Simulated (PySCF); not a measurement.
**Vanadium: a sound run and one with changed settings**

Sound run: V [Ar] 3d3 4s2, V⁺ [Ar] 3d4. Calculation: PySCF 2.14, in pcseg-2 (6s4p3d2f1g, 56 functions); no relativity, point nucleus. The sound run starts from symmetry-adapted Hartree-Fock orbitals and uses a fine grid where one is needed.

Changed run: initial guess 1e, at most 50 SCF cycles, level shift 10.0 hartree.

```
species  method  sound run (hartree)  changed run (hartree)  converged
      V     UHF           -942.87398             -942.62466         no
      V    TPSS           -943.92441             -943.70878         no
      V     LDA           -941.74222             -941.52213         no
     V⁺     UHF           -942.65380             -942.65324         no
     V⁺    TPSS           -943.70247             -943.69142         no
     V⁺     LDA           -941.51511             -941.50531         no
```

A level shift slows the SCF but leaves a converged energy unchanged.
